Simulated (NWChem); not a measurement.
Species: hydrogen bromide (HBr); SMILES Br

Computed with NWChem. Pople sets run with spherical d functions. Medium grid unless said otherwise, to which SCAN and Minnesota functionals are sensitive. Coordinates come from a PBE0/def2-SVP optimisation.

Q: Predict the results for r2SCAN0/6-31G*. Quantities: highest occupied level (eV); orbital gap (eV); dipole (D).

A: 
- highest occupied level (eV): -8.92
- orbital gap (eV): 9.25
- dipole (D): 1.18
